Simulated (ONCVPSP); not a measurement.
## tantalum: variants of one ONCV potential

Base potential:

tantalum (Ta), optimised norm-conserving Vanderbilt (ONCV), made with ONCVPSP 4.0.1 (PBE, scalar-relativistic). Core [Kr] 4d10 4f14, reference 5s2 5p6 5d3 6s1.5 6p0.5. Waves: 5s+6s: rc 2.00 bohr, ncon 4, nbas 8, qcut 5.1 1/bohr, 2 projectors; 5p+6p: rc 1.80 bohr, ncon 4, nbas 8, qcut 7.9 1/bohr, 2 projectors; 5d: rc 1.95 bohr, ncon 4, nbas 7, qcut 5.8 1/bohr, 2 projectors, debl 2.3 Ha; f scattering state at 0.2 Ha: rc 1.55 bohr, ncon 5, nbas 8, qcut 7 1/bohr, 3 projectors, debl 0.8 Ha. Local part: polynomial inside 1.10 bohr (lpopt 2, dvloc0 2 Ha). Core correction: Teter function, fcfact 2.5, rcfact 1.35.

Cutoffs, loose and tight: the cutoffs (Ha) at which the residual kinetic energy of the hardest occupied pseudo-wave falls to 1 and 0.1 mHa per electron. They do not see the model core or the augmentation charge, which bear on the density cutoff. Test errors are all-electron minus pseudo excitation energies from the reference, over the configurations 5s2 5p6 5d3 6s2 6p0; 5s2 5p6 5d3 6s1 6p0; 5s2 5p6 5d3 6s0 6p0; 5s2 5p6 5d4 6s0 6p0. A dash means not determined; rows that change the core or the reference have their own tests.

A true bound ghost makes a file unfit for plane-wave use even where its test errors are small: the radial tests pick states by their node count and pass the ghost by.

```tsv
change	outcome	cutoff, loose	cutoff, tight	bound ghosts	GHOST(+) flags above zero	largest test error (meV)
base	generated	19 Ha	23 Ha	f	f	-15
core correction Teter function, fcfact 1.2, rcfact 1.35	generated	19 Ha	23 Ha	f	f	-13
core correction Teter function, fcfact 2.2, rcfact 1.35	generated	19 Ha	23 Ha	f	f	-14
core correction Teter function, fcfact 2.7, rcfact 1.35	generated	19 Ha	23 Ha	f	f	-15
core correction Teter function, fcfact 3.5, rcfact 1.35	generated	19 Ha	23 Ha	f	f	-16
core correction Teter function, fcfact 4.1, rcfact 1.35	generated	19 Ha	23 Ha	f	f	-16
core correction Teter function, fcfact 4.8, rcfact 1.35	generated	19 Ha	23 Ha	f	f	-17
core correction Teter function, fcfact 5.6, rcfact 1.35	generated	19 Ha	23 Ha	f	f	-18
core correction Teter function, fcfact 6.4, rcfact 1.35	generated	19 Ha	23 Ha	f	f	-19
core correction Teter function, fcfact 7, rcfact 1.35	generated	19 Ha	23 Ha	f	f	-19
core correction Teter function, fcfact 7.6, rcfact 1.35	generated	19 Ha	23 Ha	f	f	-20
```

Reading the sweep of the fcfact (base included, trends over the rows without a ghost): Bound ghosts are found at 1.2, 2.2, 2.5, 2.7, 3.5, 4.1, 4.8, 5.6, 6.4, 7, 7.6. Every judged row has one, so this setting neither creates nor removes them.
